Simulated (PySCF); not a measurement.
PySCF input file for C3H7Si, SMILES C1C[SiH]C1 (connectivity only; charge and spin as stated), charge +1, multiplicity 1, TDA-PBE/def2-SVPD. Coordinates come from a r2SCAN-D4/def2-SVP optimisation. The geometry has at least one imaginary mode, so it is a saddle point at that level. The multiplicity is an assumed one; no other spin state was optimised. The isomer is the one that the SMILES or the coordinates give; other isomers of the formula were not compared.

```python
import numpy as np
from pyscf import gto, scf, dft, tdscf

mol = gto.M(
    atom='''
    C     1.29942384    0.00440372   -0.00000000
    C     0.32168511   -0.00283130    1.23127122
    Si   -1.03863663    0.00075428    0.00000000
    C     0.32168509   -0.00283131   -1.23127122
    H     1.93565278    0.90082844   -0.00000001
    H     1.95121660   -0.88071687   -0.00000001
    H     0.38222177   -0.88974392    1.89004528
    H     0.38131940    0.87350673    1.90380924
    H    -2.52980310    0.00935615    0.00000002
    H     0.38131939    0.87350673   -1.90380925
    H     0.38222176   -0.88974391   -1.89004528
    ''',
    basis='def2-SVPD',
    charge=1,
    spin=0,
    symmetry=True,
    max_memory=1600,
    verbose=4,
)
mf = dft.RKS(mol, xc='pbe').density_fit(auxbasis='def2-universal-jkfit')
mf.grids.level = 3
mf.conv_tol = 1e-9
mf.max_cycle = 100
mf.kernel()
mf.grids = dft.Grids(mol).set(level=1).build(with_non0tab=True)  # coarser grid for the response kernel
td = tdscf.TDA(mf)
td.singlet = True
td.nstates = 10
td.conv_tol = 1e-4
td.positive_eig_threshold = 1e-6
td.kernel(x0=td.get_init_guess(mf, 15))
td.analyze()
tt = tdscf.TDA(mf)
tt.singlet = False
tt.nstates = 4
tt.conv_tol = 1e-4
tt.positive_eig_threshold = 1e-6
tt.kernel(x0=tt.get_init_guess(mf, 9))
tt.analyze(verbose=3)
```

Program output:

```
PySCF version 2.14.0

[INPUT] verbose = 4
[INPUT] num. atoms = 11
[INPUT] num. electrons = 38
[INPUT] charge = 1
[INPUT] spin (= nelec alpha-beta = 2S) = 0
[INPUT] symmetry True subgroup None
[INPUT] Mole.unit = angstrom
[INPUT] Symbol           X                Y                Z      unit          X                Y                Z       unit  Magmom
[INPUT]  1 C      1.299423840000   0.004403720000   0.000000000000 AA    2.455555177331   0.008321824729   0.000000000000 Bohr   0.0
[INPUT]  2 C      0.321685110000  -0.002831300000   1.231271220000 AA    0.607896756251  -0.005350381576   2.326765390859 Bohr   0.0
[INPUT]  3 Si    -1.038636630000   0.000754280000   0.000000000000 AA   -1.962738773641   0.001425382621   0.000000000000 Bohr   0.0
[INPUT]  4 C      0.321685090000  -0.002831310000  -1.231271220000 AA    0.607896718456  -0.005350400474  -2.326765390859 Bohr   0.0
[INPUT]  5 H      1.935652780000   0.900828440000  -0.000000010000 AA    3.657853626453   1.702319036819  -0.000000018897 Bohr   0.0
[INPUT]  6 H      1.951216600000  -0.880716870000  -0.000000010000 AA    3.687264983705  -1.664313677584  -0.000000018897 Bohr   0.0
[INPUT]  7 H      0.382221770000  -0.889743920000   1.890045280000 AA    0.722294464146  -1.681372329797   3.571667942227 Bohr   0.0
[INPUT]  8 H      0.381319400000   0.873506730000   1.903809240000 AA    0.720589231983   1.650688487664   3.597678057016 Bohr   0.0
[INPUT]  9 H     -2.529803100000   0.009356150000   0.000000020000 AA   -4.780635008076   0.017680561080   0.000000037795 Bohr   0.0
[INPUT] 10 H      0.381319390000   0.873506730000  -1.903809250000 AA    0.720589213086   1.650688487664  -3.597678075914 Bohr   0.0
[INPUT] 11 H      0.382221760000  -0.889743910000  -1.890045280000 AA    0.722294445249  -1.681372310900  -3.571667942227 Bohr   0.0

nuclear repulsion = 160.005270993674
point group symmetry = Cs
symmetry origin: [ 9.69090389e-10 -3.39181612e-09 -4.84545168e-10]
symmetry axis x: [1.00000000e+00 7.13906525e-10 1.09669086e-08]
symmetry axis y: [ 7.13906506e-10 -1.00000000e+00  1.65752179e-09]
symmetry axis z: [ 1.09669086e-08 -1.65752155e-09 -1.00000000e+00]
num. orbitals of irrep A' = 85
num. orbitals of irrep A" = 55
number of shells = 62
number of NR pGTOs = 202
number of NR cGTOs = 140
basis = def2-SVPD
ecp = {}


[settings echo left out]
init E= -407.592846897607
HOMO (A') = -0.333532429711753  LUMO (A') = -0.141175030163151  gap/eV = 5.23431
cycle= 1 E= -407.125815096934  delta_E= 0.467  |g|= 0.52  |ddm|= 4.23
HOMO (A") = -0.417357259454052  LUMO (A') = -0.369016140194666  gap/eV = 1.31543
cycle= 2 E= -406.763660508649  delta_E= 0.362  |g|= 1.15  |ddm|= 2.38
HOMO (A') = -0.471953041305479  LUMO (A') = -0.336294935969625  gap/eV = 3.69145
cycle= 3 E= -407.208706718188  delta_E= -0.445  |g|= 0.0721  |ddm|=  1.8
HOMO (A') = -0.474769818706617  LUMO (A') = -0.344334666860722  gap/eV = 3.54932
cycle= 4 E= -407.210703877709  delta_E= -0.002  |g|= 0.039  |ddm|= 0.233
HOMO (A') = -0.474515596680002  LUMO (A') = -0.342391451197567  gap/eV = 3.59528
cycle= 5 E= -407.211128361706  delta_E= -0.000424  |g|= 0.0159  |ddm|= 0.0668
HOMO (A') = -0.473717683311393  LUMO (A') = -0.342048397909785  gap/eV = 3.58290
cycle= 6 E= -407.211203757368  delta_E= -7.54e-05  |g|= 0.00164  |ddm|= 0.0228
HOMO (A') = -0.473969200086607  LUMO (A') = -0.342186557417706  gap/eV = 3.58599
cycle= 7 E= -407.211204482599  delta_E= -7.25e-07  |g|= 0.000554  |ddm|= 0.00354
HOMO (A') = -0.473938809745335  LUMO (A') = -0.342120289608808  gap/eV = 3.58696
cycle= 8 E= -407.211204574202  delta_E= -9.16e-08  |g|= 0.000145  |ddm|= 0.00126
HOMO (A') = -0.473950751559804  LUMO (A') = -0.342133172047064  gap/eV = 3.58694
cycle= 9 E= -407.211204581517  delta_E= -7.32e-09  |g|= 2.11e-05  |ddm|= 0.000291
HOMO (A') = -0.473947264369543  LUMO (A') = -0.342129811535504  gap/eV = 3.58694
cycle= 10 E= -407.211204581664  delta_E= -1.47e-10  |g|= 1.28e-06  |ddm|= 5.57e-05
HOMO (A') = -0.473947160837763  LUMO (A') = -0.342129815297751  gap/eV = 3.58693
Extra cycle  E= -407.211204581663  delta_E= 9.09e-13  |g|= 1.62e-06  |ddm|= 5.14e-06
converged SCF energy = -407.211204581663
tot grids = 39256
Overwritten attributes  positive_eig_threshold  of <class 'pyscf.tdscf.rks.TDA'>


******** <class 'pyscf.tdscf.rks.TDA'> for <class 'pyscf.df.df_jk.DFSymAdaptedRKS'> ********
nstates = 10 singlet
deg_eia_thresh = 1.000e-03
wfnsym = None
conv_tol = 0.0001
eigh lindep = 1e-12
eigh level_shift = 0
eigh max_cycle = 100


Excitation energies (eV)
[3.72447071 4.24368472 4.41331804 5.00749112 6.25966883 7.15790264
 7.36771878 7.41993241 7.55448725 7.62738426]

** Singlet excitation energies and oscillator strengths **
Excited State   1:   A'      3.72447 eV    332.89 nm  f=0.0024
      19 -> 20        0.70556
Excited State   2:   A"      4.24368 eV    292.16 nm  f=0.0000
      18 -> 20       -0.70522
Excited State   3:   A'      4.41332 eV    280.93 nm  f=0.0123
      17 -> 20       -0.69833
Excited State   4:   A"      5.00749 eV    247.60 nm  f=0.0000
      16 -> 20        0.70674
Excited State   5:   A"      6.25967 eV    198.07 nm  f=0.0701
      15 -> 20       -0.68787
      18 -> 21        0.10770
Excited State   6:   A"      7.15790 eV    173.21 nm  f=0.0007
      18 -> 21        0.17696
      19 -> 22       -0.68361
Excited State   7:   A'      7.36772 eV    168.28 nm  f=0.0472
      13 -> 20       -0.20952
      18 -> 22       -0.30084
      19 -> 21        0.58446
Excited State   8:   A'      7.41993 eV    167.10 nm  f=0.0021
      14 -> 20        0.36083
      17 -> 21        0.60534
Excited State   9:   A'      7.55449 eV    164.12 nm  f=0.0170
      14 -> 20       -0.59609
      17 -> 21        0.35768
Excited State  10:   A"      7.62738 eV    162.55 nm  f=0.0381
      16 -> 21       -0.22026
      18 -> 21       -0.64228
      19 -> 22       -0.15627

** Transition electric dipole moments (AU) **
state          X           Y           Z        Dip. S.      Osc.
  1         0.0026      0.1605      0.0000      0.0258      0.0024
  2        -0.0000      0.0000     -0.0030      0.0000      0.0000
  3        -0.3370     -0.0014     -0.0000      0.1135      0.0123
  4        -0.0000     -0.0000      0.0025      0.0000      0.0000
  5         0.0000      0.0000      0.6762      0.4572      0.0701
  6        -0.0000      0.0000      0.0638      0.0041      0.0007
  7        -0.5112      0.0138      0.0000      0.2615      0.0472
  8        -0.0314     -0.1023     -0.0000      0.0115      0.0021
  9        -0.0126     -0.3025      0.0000      0.0916      0.0170
 10        -0.0000      0.0000      0.4518      0.2041      0.0381

** Transition velocity dipole moments (imaginary part, AU) **
state          X           Y           Z        Dip. S.      Osc.
  1        -0.0003     -0.0498     -0.0000      0.0025      0.0121
  2         0.0000      0.0000      0.0003      0.0000      0.0000
  3         0.0152      0.0000      0.0000      0.0002      0.0010
  4         0.0000     -0.0000      0.0002      0.0000      0.0000
  5        -0.0000      0.0000      0.0177      0.0003      0.0009
  6         0.0000      0.0000      0.0071      0.0001      0.0001
  7        -0.0693      0.0013      0.0000      0.0048      0.0118
  8        -0.0045     -0.0024      0.0000      0.0000      0.0001
  9        -0.0012     -0.0549      0.0000      0.0030      0.0072
 10        -0.0000      0.0000      0.0705      0.0050      0.0118

** Transition magnetic dipole moments (imaginary part, AU) **
state          X           Y           Z
  1        -0.0000      0.0000     -0.8568
  2        -1.0459      0.0054      0.0000
  3        -0.0000     -0.0000      0.0143
  4        -0.1510     -0.0024      0.0000
  5         0.0023     -0.2915      0.0000
  6        -0.0054     -1.7542      0.0000
  7         0.0000     -0.0000      0.0295
  8        -0.0000      0.0000      0.0161
  9        -0.0000      0.0000     -1.0748
 10        -0.0041     -1.9658      0.0000


******** <class 'pyscf.tdscf.rks.TDA'> for <class 'pyscf.df.df_jk.DFSymAdaptedRKS'> ********
nstates = 4 triplet
deg_eia_thresh = 1.000e-03
wfnsym = None
conv_tol = 0.0001
eigh lindep = 1e-12
eigh level_shift = 0
eigh max_cycle = 100


Excitation energies (eV)
[3.32868434 3.7352343  3.98247818 4.89765218]

** Triplet excitation energies and oscillator strengths **
Excited State   1:   A'      3.32868 eV    372.47 nm  f=0.0000
Excited State   2:   A"      3.73523 eV    331.93 nm  f=0.0000
Excited State   3:   A'      3.98248 eV    311.32 nm  f=0.0000
Excited State   4:   A"      4.89765 eV    253.15 nm  f=0.0000
```

Self-consistency was reached.

Cost: very roughly 30 core-seconds.
